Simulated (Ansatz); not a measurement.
Start from `F[BH][AlH2]` and change one atom or group to get `F[B](F)[AlH2]`.

Ansatz, PBE0-D4/def2-TZVP geometries, multiplicity 1. 

| property | `F[BH][AlH2]` |
| --- | --- |
| LUMO energy (B3LYP/def2-TZVPP) / eV | -2.07 |
| HOMO energy (ωB97M-V/def2-TZVPP) / eV | -9.45 |
| HOMO–LUMO gap (PBE/def2-TZVPP) / eV | 3.44 |
| zero-point energy (PBE0-D4/def2-TZVP) / kJ/mol | 71.7 |
| ideal-gas entropy at 298 K and 1 bar (rigid rotor, harmonic PBE0-D4/def2-TZVP) / J/(mol·K) | 294 |
| HOMO–LUMO gap (PBE0/def2-TZVPP) / eV | 5.46 |

(1) What does the change do to each property? (Best estimate.)

Results:

(1) Ansatz gave: 
```csv
property,`F[B](F)[AlH2]`,shift
LUMO energy (B3LYP/def2-TZVPP) / eV,-2.24,-0.17
HOMO energy (ωB97M-V/def2-TZVPP) / eV,-10.30,-0.85
HOMO–LUMO gap (PBE/def2-TZVPP) / eV,4.07,0.63
zero-point energy (PBE0-D4/def2-TZVP) / kJ/mol,58.6,-13.1
"ideal-gas entropy at 298 K and 1 bar (rigid rotor, harmonic PBE0-D4/def2-TZVP) / J/(mol·K)",310,16
HOMO–LUMO gap (PBE0/def2-TZVPP) / eV,6.13,0.67
```

With PBE0 the HOMO falls by 0.84 eV and the LUMO falls by 0.16 eV, so the gap widens by about 0.68 eV. PBE moves the HOMO by -0.79 eV and ωB97M-V by -0.85 eV.

B3LYP here is the variant with VWN-RPA as its local correlation; programs differ in this.
